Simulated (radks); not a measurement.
Species: Tc+. Configuration: [Kr] 4d6 (not the ground configuration).

Method: scalar-relativistic Kohn-Sham, r2SCAN, spin-polarised, spherical densities, finite nucleus; open shells are filled with parallel spins first (spin-orbit coupling, left out, can overturn this in heavy ions); meta-GGA in the generalised Kohn-Sham scheme; Fermi nuclear charge, rms radius 4.4112 fm; computed with a radial shooting solver on a logarithmic mesh with Libxc functionals.

Energy parts (hartree):
total: -4286.02833
kinetic: 4425.69948
electron-nucleus: -10323.33747
Hartree: 1740.43888
exchange-correlation: -128.82922

Orbitals (lengths in bohr, moments of r in powers of bohr; r(max) is where P^2 peaks):
1s down: occ. 1; eigenvalue (hartree) -768.6708; r(max) 0.02228; <r> 0.03429; <r^2> 0.001587; <1/r> 44.70
1s up: occ. 1; eigenvalue (hartree) -768.6698; r(max) 0.02228; <r> 0.03429; <r^2> 0.001587; <1/r> 44.70
2s up: occ. 1; eigenvalue (hartree) -110.2380; r(max) 0.1261; <r> 0.1495; <r^2> 0.02636; <1/r> 10.10
2s down: occ. 1; eigenvalue (hartree) -110.2129; r(max) 0.1261; <r> 0.1495; <r^2> 0.02635; <1/r> 10.10
2p up: occ. 3; eigenvalue (hartree) -98.57582; r(max) 0.1009; <r> 0.1304; <r^2> 0.02077; <1/r> 9.793
2p down: occ. 3; eigenvalue (hartree) -98.55774; r(max) 0.1009; <r> 0.1304; <r^2> 0.02077; <1/r> 9.794
3s up: occ. 1; eigenvalue (hartree) -19.50256; r(max) 0.3717; <r> 0.4143; <r^2> 0.1966; <1/r> 3.491
3s down: occ. 1; eigenvalue (hartree) -19.49557; r(max) 0.3718; <r> 0.4144; <r^2> 0.1967; <1/r> 3.490
3p up: occ. 3; eigenvalue (hartree) -15.64000; r(max) 0.3653; <r> 0.4157; <r^2> 0.2010; <1/r> 3.317
3p down: occ. 3; eigenvalue (hartree) -15.63049; r(max) 0.3655; <r> 0.4157; <r^2> 0.2010; <1/r> 3.315
3d up: occ. 5; eigenvalue (hartree) -9.40999; r(max) 0.3122; <r> 0.3991; <r^2> 0.1911; <1/r> 3.081
3d down: occ. 5; eigenvalue (hartree) -9.39053; r(max) 0.3125; <r> 0.3991; <r^2> 0.1910; <1/r> 3.080
4s up: occ. 1; eigenvalue (hartree) -2.95417; r(max) 0.9559; <r> 1.070; <r^2> 1.298; <1/r> 1.271
4s down: occ. 1; eigenvalue (hartree) -2.84332; r(max) 0.9491; <r> 1.062; <r^2> 1.279; <1/r> 1.284
4p up: occ. 3; eigenvalue (hartree) -1.90975; r(max) 1.031; <r> 1.189; <r^2> 1.620; <1/r> 1.129
4p down: occ. 3; eigenvalue (hartree) -1.78653; r(max) 1.023; <r> 1.179; <r^2> 1.596; <1/r> 1.141
4d up: occ. 5; eigenvalue (hartree) -0.46553; r(max) 1.290; <r> 1.715; <r^2> 3.568; <1/r> 0.7823
4d down: occ. 1; eigenvalue (hartree) -0.33741; r(max) 1.283; <r> 1.813; <r^2> 4.108; <1/r> 0.7588

The highest occupied level is 4d down at -9.181 eV. The density falls to 0.001 e/bohr^3 at r = 3.86 bohr. The electron density at the nucleus is 1.022e+05 e/bohr^3 (large components only).
